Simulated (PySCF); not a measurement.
Diboron tetrafluoride, B₂F₄.
Numbering: `[F:1][B:2]([F:3])[B:4]([F:5])[F:6]`

Computed by this run: PySCF, PBE0-D3(BJ)/def2-TZVP geometry optimisation, gas phase; density fitting, grid level 2; the optimiser is geomeTRIC in internal coordinates, started from a GFN2-xTB structure with every atom displaced at random (about 0.01 Å).

Step 0: E = -12219.3274 eV
```
atom  x, y, z in Å  |  force x, y, z in eV/Å
F1     -0.7299   -1.4960    0.9694    0.351   0.067   0.048
B2     -0.7242   -0.4391    0.1795   -0.352  -0.013  -0.138
F3     -1.9241   -0.1294   -0.3003    0.535   0.206  -0.028
B4      0.7446    0.4463   -0.2008   -1.352  -0.715   0.386
F5      1.1701    1.4257    0.5247    0.192   1.068   1.045
F6      1.4852    0.1632   -1.2174    0.625  -0.612  -1.312
```

Step 1: E = -12219.3260 eV
```
atom  x, y, z in Å  |  force x, y, z in eV/Å
F1     -0.6052   -1.4317    0.9664   -0.135   0.849  -0.661
B2     -0.7502   -0.3844    0.1299   -0.101  -0.806   0.530
F3     -1.9717   -0.1471   -0.2966    0.202   0.063   0.003
B4      0.6890    0.4815   -0.2471    0.449  -0.535   0.434
F5      1.1568    1.3678    0.6146   -0.115   0.094  -0.362
F6      1.5031    0.0846   -1.2120   -0.301   0.335   0.056
```

Step 2: E = -12219.3818 eV
```
atom  x, y, z in Å  |  force x, y, z in eV/Å
F1     -0.6342   -1.4519    0.9624   -0.189   0.260  -0.274
B2     -0.7464   -0.4088    0.1433    0.196  -0.367   0.499
F3     -1.9445   -0.1340   -0.3167    0.054   0.044  -0.062
B4      0.7056    0.4462   -0.1928    0.194   0.150  -0.154
F5      1.1757    1.4090    0.5759   -0.180  -0.041   0.053
F6      1.4656    0.1103   -1.2169   -0.076  -0.046  -0.062
```

Question: Estimate the geometry and energy of step 3. (The exact step hangs on the optimiser's Hessian estimate; all steps are aligned on step 2, rigid shifts and turns removed.)

Answer: E = -12219.3945 eV, largest force 0.393 eV/Å
```
atom  x, y, z in Å  |  force x, y, z in eV/Å
F1     -0.6612   -1.4579    0.9659   -0.058  -0.043   0.063
B2     -0.7308   -0.4121    0.1634    0.223  -0.304   0.110
F3     -1.9164   -0.1230   -0.3170   -0.094   0.175  -0.110
B4      0.7233    0.4309   -0.1936   -0.168   0.156  -0.136
F5      1.1444    1.4131    0.5760    0.086   0.004  -0.007
F6      1.4625    0.1197   -1.2395    0.012   0.014   0.080
```

The energy changes by -0.0127 eV. The first-order estimate −F·Δx gives -0.0268 eV and the mean of the old and new forces, exact on a quadratic surface, -0.0126 eV. The step makes an angle of 62° with the force vector and moves no atom by more than 0.032 Å.

The cost below is that of the whole optimisation. On an Arm Neoverse N1 with one thread, shared host, this took 2.1 min and 0.68 GiB of memory at its peak.
